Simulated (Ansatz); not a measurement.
Ansatz (an electronic-structure program) input:

Ansatz 0.2 input:
```yaml
crystal:
  periodic: [false, false, false]
  atoms:
    - {symbol: Se, position_ang: [-0.00000000, -0.00000000, -0.04214025]}
    - {symbol: H, position_ang: [0.00000000, 0.00000000, 1.43276842]}
basis:
  gaussian:
    orbitals: def2-TZVP
hamiltonian:
  xc: b3lyp
  dispersion: d3bj
magnetization: {spin_polarized: true, initial_magnetization: 1}
phonons: {temperatures: {t_min: 298.15, t_max: 298.15, t_step: 100}}
```

Question: Predict the final energy.

Answer: -2402.15425 Eh (B3LYP-D3(BJ)/def2-TZVP). The basis has 54 functions.
